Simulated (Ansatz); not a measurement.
## Which is lower?

Two relaxed structures of BSiH3Te, closed shell (PBE0-D4/def2-TZVP; forces vanish, vibrations not checked).

A:

```xyz
6
angstrom
Si -0.4669 -0.9042 -1.0001
B 0.2676 0.1278 0.3110
Te 1.4126 0.9104 1.8097
H -1.6118 -1.7999 -0.7284
H -0.1635 -0.6659 -2.4277
H 0.5620 2.3318 2.0353
```

B:

```xyz
6
angstrom
Si -0.9098 -0.7925 -1.0127
B 0.1897 0.0101 0.2040
Te 1.6840 0.9078 1.4493
H -0.5325 -1.0012 0.6444
H -0.8841 0.6872 -0.1494
H 0.6426 1.2858 2.6858
```

Ansatz 0.2.0; basis: def2-TZVPP; cores frozen in the correlated methods. Filled d shells of the heavier atoms are correlated. Core potentials replace the inner electrons of the atoms past krypton. The def2 sets are not built for correlating such inner shells, so the correlated values are less sure here. B3LYP uses VWN-RPA correlation.

(1) Which structure is lower at CCSD(T), and by how much? (An estimate is asked for; the value comes from the calculation.)

The T1 diagnostic stays at or below 0.019. The restricted Hartree–Fock reference is unstable towards an unrestricted one at one or more of these structures.

Results:

(1) Computed: B, by 49.0 kJ/mol (electronic energy, against the other). By their contacts, A is BSiH₃Te ([SiH2][B][TeH]) and B is BSiH₃Te ([TeH][B]12[H][Si]1[H]2).

All methods give the same order:

```json
{"method": "PBE-D4", "E(B) − E(A) (kJ/mol)": "-57.4"}
{"method": "r2SCAN-D4", "E(B) − E(A) (kJ/mol)": "-49.3"}
{"method": "PBE0-D4", "E(B) − E(A) (kJ/mol)": "-60.5"}
{"method": "B3LYP-D4", "E(B) − E(A) (kJ/mol)": "-44.5"}
{"method": "wB97M-V", "E(B) − E(A) (kJ/mol)": "-70.8"}
{"method": "HF", "E(B) − E(A) (kJ/mol)": "-28.1"}
{"method": "MP2", "E(B) − E(A) (kJ/mol)": "-61.9"}
{"method": "CCSD", "E(B) − E(A) (kJ/mol)": "-50.2"}
{"method": "CCSD(T)", "E(B) − E(A) (kJ/mol)": "-49.0"}
```

Labels in which every atom is bracketed show which atoms are joined, not bond orders.

For scale, one of the runs: CCSD(T)/def2-TZVPP, 165 basis functions, launched by `ansatz run in.yaml --threads 2 --pin off --events-out ev --progress --plain --max-ram 4352MiB`. The run took 48 s on 2 CPU threads of an Arm Neoverse V1 (shared host), with 1.4 GiB of host memory at its peak.
